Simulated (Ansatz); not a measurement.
`N[SiH]([AlH2])[SiH3]` + `O[SiH](O)[SiH3]` → `O[SiH]([SiH3])[O][AlH2]` + `N[SiH2][SiH3]`  (cleavage of the Al–Si bond)

Gas-phase electronic energies from Ansatz, PBE0-D4/def2-TZVP geometries. CCSD(T)/CBS adds triple-zeta CCSD(T) − MP2 to the extrapolated MP2 energy (def2 sets, frozen cores). This one scheme is used for every species. DFT in def2-TZVPP. B3LYP here is the variant with VWN-RPA as its local correlation; programs differ in this. One conformer a species, not always the lowest.

**Question.** Is it downhill or uphill in electronic energy at CCSD(T)/CBS, and by how much? (Estimate.)

**Answer.** Computed: Downhill: ΔE = -1.75 eV.

**Question.** What do these levels give: r2SCAN-D4, PBE0-D4, B3LYP-D4, ωB97M-V, B2PLYP, B3LYP, HF/def2-TZVPP, SCS-MP2/def2-TZVPP, CCSD/def2-TZVPP, HF/CBS(def2), MP2/CBS(def2), CCSD/CBS(def2)? (An estimate is asked.)

**Answer.** The calculation gave: r2SCAN-D4 -1.69, PBE0-D4 -1.55, B3LYP-D4 -1.77, ωB97M-V -1.79, B2PLYP -1.82, B3LYP -1.77, HF/def2-TZVPP -2.01, SCS-MP2/def2-TZVPP -1.88, CCSD/def2-TZVPP -1.80, HF/CBS(def2) -2.04, MP2/CBS(def2) -1.84, CCSD/CBS(def2) -1.79 eV.

Largest T1 diagnostic among the species: 0.013.

From PBE to PBE0 (25 % exact exchange), in def2-TZVPP and without D4, ΔE moves by −0.09 eV. In def2-TZVPP, CCSD(T) changes the Hartree–Fock value by +0.25 eV (the triples alone add +0.04 eV) and MP2 by +0.16 eV.
